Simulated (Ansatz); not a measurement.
`C[Si](C)(C)[Si](C)(C)[Si](C)(C)[Si](C)(C)[Si](C)(C)[Si](C)(C)[Si](C)(C)[Si](C)(C)[Si](C)(C)[Si](C)(C)C` with charge -1. The state is a doublet with charge -1. Geometry r2SCAN-D4/def2-SVP, that of the neutral singlet; atoms count from 1.

Cartesian coordinates in Å:
```
C -4.711 5.044 -5.775
Si -4.395 3.720 -4.457
C -4.868 4.430 -2.769
C -5.524 2.249 -4.837
Si -2.107 3.124 -4.595
C -1.929 1.646 -5.781
C -1.180 4.603 -5.361
Si -1.040 2.635 -2.547
C 0.833 2.609 -2.895
C -1.402 4.006 -1.283
Si -1.694 0.510 -1.773
C -0.830 -0.809 -2.833
C -3.570 0.305 -2.033
Si -1.343 0.178 0.538
C -1.895 -1.595 0.958
C -2.537 1.366 1.433
Si 0.785 0.603 1.468
C 1.195 2.451 1.256
C 0.619 0.296 3.340
Si 2.634 -0.639 0.689
C 2.639 -0.795 -1.207
C 4.189 0.345 1.182
Si 2.797 -2.847 1.511
C 4.127 -3.686 0.432
C 1.173 -3.787 1.208
Si 3.490 -3.056 3.770
C 4.041 -1.406 4.534
C 5.002 -4.216 3.787
Si 1.871 -4.063 5.161
C 1.495 -5.817 4.558
C 0.250 -3.093 5.266
C 2.608 -4.179 6.904
H -5.774 5.343 -5.783
H -4.461 4.675 -6.784
H -4.108 5.949 -5.594
H -4.241 5.296 -2.499
H -4.758 3.677 -1.971
H -5.920 4.764 -2.771
H -5.267 1.781 -5.802
H -6.573 2.585 -4.899
H -5.470 1.472 -4.059
H -2.308 1.901 -6.785
H -2.495 0.770 -5.424
H -0.873 1.344 -5.889
H -0.113 4.365 -5.510
H -1.238 5.495 -4.716
H -1.605 4.872 -6.343
H 1.186 3.598 -3.231
H 1.407 2.337 -1.993
H 1.083 1.877 -3.681
H -1.161 4.999 -1.699
H -0.797 3.869 -0.372
H -2.463 4.016 -0.988
H -1.057 -1.826 -2.472
H 0.263 -0.683 -2.827
H -1.169 -0.740 -3.880
H -3.804 0.337 -3.110
H -3.931 -0.660 -1.641
H -4.145 1.107 -1.541
H -1.302 -2.348 0.417
H -1.791 -1.797 2.038
H -2.955 -1.742 0.692
H -2.286 2.421 1.237
H -3.575 1.200 1.098
H -2.511 1.209 2.524
H 1.323 2.733 0.199
H 2.129 2.701 1.787
H 0.392 3.080 1.677
H 1.519 0.651 3.870
H -0.247 0.834 3.761
H 0.497 -0.776 3.567
H 2.459 0.176 -1.699
H 3.613 -1.175 -1.557
H 1.862 -1.495 -1.551
H 4.191 0.592 2.256
H 5.109 -0.225 0.966
H 4.240 1.291 0.618
H 4.288 -4.732 0.744
H 5.097 -3.166 0.498
H 3.820 -3.694 -0.627
H 0.845 -3.674 0.161
H 1.307 -4.864 1.400
H 0.359 -3.426 1.856
H 3.225 -0.666 4.545
H 4.372 -1.559 5.576
H 4.886 -0.972 3.975
H 5.387 -4.343 4.814
H 4.755 -5.215 3.395
H 5.821 -3.809 3.171
H 2.415 -6.417 4.463
H 0.831 -6.336 5.271
H 0.993 -5.811 3.578
H -0.248 -3.022 4.285
H -0.450 -3.591 5.959
H 0.413 -2.067 5.636
H 3.547 -4.757 6.907
H 1.906 -4.680 7.593
H 2.828 -3.182 7.319
```

Single mean-field runs in def2-SVP are fitted with def2-universal-jkfit. The highest occupied level of the charge -1 doublet lies above zero (up to 1.88 eV). By energy differences it is unbound by 0.90 eV (vertical, to the charge 0 singlet, at PBE0-D4/def2-SVP) and held by the finite basis.

(1) Estimate the Mulliken populations of the heavy atoms from the PBE0/def2-SVP orbitals of Ansatz.

(2) Where does the spin sit?

(3) And the Mayer bond orders between bonded heavy atoms (over 0.3)?

Results:

(1) 
```tsv
atom	charge (e)	spin (α − β)
C1	-0.31	0.00
Si2	0.35	0.01
C3	-0.31	0.00
C4	-0.30	-0.01
Si5	0.09	0.12
C6	-0.28	-0.01
C7	-0.27	-0.01
Si8	0.18	0.08
C9	-0.31	-0.01
C10	-0.27	-0.02
Si11	0.18	0.07
C12	-0.28	-0.01
C13	-0.30	-0.01
Si14	0.14	0.14
C15	-0.25	-0.03
C16	-0.29	-0.01
Si17	0.14	0.10
C18	-0.26	-0.02
C19	-0.31	-0.01
Si20	0.17	0.12
C21	-0.31	-0.01
C22	-0.27	-0.02
Si23	0.13	0.11
C24	-0.29	-0.01
C25	-0.26	-0.03
Si26	0.14	0.07
C27	-0.28	-0.01
C28	-0.30	-0.01
Si29	0.34	0.03
C30	-0.30	0.00
C31	-0.31	0.00
C32	-0.30	0.00
```
Mulliken values and Mayer orders depend strongly on the basis.

(2) Summed by element: C -0.24, Si 0.85, H 0.39, of 1 unpaired in all. Largest on single atoms: Si14 0.14, Si20 0.12, Si5 0.12.

(3) C1–Si2 1.00 (1.90 Å); Si2–C3 1.02 (1.89 Å); Si2–C4 1.01 (1.89 Å); Si2–Si5 0.94 (2.37 Å); Si5–C6 0.99 (1.90 Å); Si5–C7 0.98 (1.91 Å); Si5–Si8 0.93 (2.36 Å); Si8–C9 1.01 (1.90 Å); Si8–C10 1.00 (1.90 Å); Si8–Si11 0.93 (2.35 Å); Si11–C12 1.01 (1.90 Å); Si11–C13 0.98 (1.91 Å); Si11–Si14 0.96 (2.36 Å); Si14–C15 0.95 (1.90 Å); Si14–C16 0.98 (1.91 Å); Si14–Si17 0.96 (2.36 Å); Si17–C18 0.97 (1.90 Å); Si17–C19 0.99 (1.90 Å); Si17–Si20 0.98 (2.36 Å); Si20–C21 0.99 (1.90 Å); Si20–C22 0.96 (1.90 Å); Si20–Si23 0.94 (2.36 Å); Si23–C24 1.00 (1.91 Å); Si23–C25 1.00 (1.90 Å); Si23–Si26 0.92 (2.37 Å); Si26–C27 1.01 (1.90 Å); Si26–C28 1.01 (1.91 Å); Si26–Si29 0.94 (2.36 Å); Si29–C30 1.00 (1.89 Å); Si29–C31 1.02 (1.89 Å); Si29–C32 0.99 (1.90 Å).
